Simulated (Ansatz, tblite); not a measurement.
Cost and result up the ladder for BMe2(nacnacH) (C5H11BN2) (19 atoms). Total charge 0; singlet. Geometry: PBE-D4/def2-SVP.

```tsv
atom	x (Å)	y (Å)	z (Å)
B1	-0.105	0.472	-0.413
C2	-1.513	1.281	-0.506
H3	-2.269	0.921	0.226
H4	-1.970	1.198	-1.518
H5	-1.374	2.371	-0.326
C6	1.012	0.986	-1.479
H7	1.971	0.426	-1.405
H8	1.250	2.064	-1.338
H9	0.654	0.889	-2.528
N10	-0.360	-1.088	-0.602
C11	-0.129	-2.044	0.283
C12	0.396	-1.785	1.562
C13	0.680	-0.450	1.900
N14	0.475	0.558	1.067
H15	-0.743	-1.387	-1.502
H16	-0.362	-3.085	-0.008
H17	0.577	-2.598	2.273
H18	1.093	-0.218	2.899
H19	0.716	1.489	1.415
```

Ansatz on 4 threads of Intel Xeon on a shared host; xTB runs through tblite on one thread. Times are rough, summed over both states, and most runs start from the orbitals of an earlier one. PBE0-D4/def2-TZVP serves as the yardstick here, not as an exact answer. The other state is a doublet.

The xTB rows come from tblite.

Run but left out: PBE-QIDH/def2-TZVP (charge +1 doublet: ⟨S²⟩ 0.95, where a pure state has 0.75).

Raw xTB energies of ions are shifted by several eV.

```json
{"level": "GFN1-xTB", "functions": "54", "vertical IE (eV)": "13.08", "difference from PBE0-D4/def2-TZVP (eV)": "5.69"}
{"level": "GFN2-xTB", "functions": "43", "vertical IE (eV)": "11.97", "difference from PBE0-D4/def2-TZVP (eV)": "4.58"}
{"level": "PBE0-D4/def2-TZVP", "functions": "314", "vertical IE (eV)": "7.39", "difference from PBE0-D4/def2-TZVP (eV)": "0.00"}
{"level": "PBE-D4/def2-TZVP", "functions": "314", "vertical IE (eV)": "7.27", "difference from PBE0-D4/def2-TZVP (eV)": "-0.12"}
```

**Question.** Estimate how long each takes.

**Answer.** GFN2-xTB 0.037 s; GFN1-xTB 0.053 s; PBE-D4/def2-TZVP 19 s; PBE0-D4/def2-TZVP 34 s. On shared hardware such times vary by a factor of up to 3.
